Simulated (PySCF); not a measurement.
BH₃N, SMILES B[NH], multiplicity 2. Geometry: PBE-D3(BJ)/def2-TZVP. The isomer is the one that the SMILES or the coordinates give; other isomers of the formula were not compared.

Q: Give the equilibrium geometry at PBE-D3(BJ)/def2-TZVP (PySCF confirms it by a frequency run) as a Z-matrix, and its point group. (The exact figures need the calculation; the answer reports its results.)

A: point group Cs.
```
B
N 1 1.3265
H 2 1.0072 1 161.94
H 1 1.2137 2 122.77 3 180.00
H 1 1.2230 4 117.74 2 180.00
```
Charge 0, spin multiplicity 2.
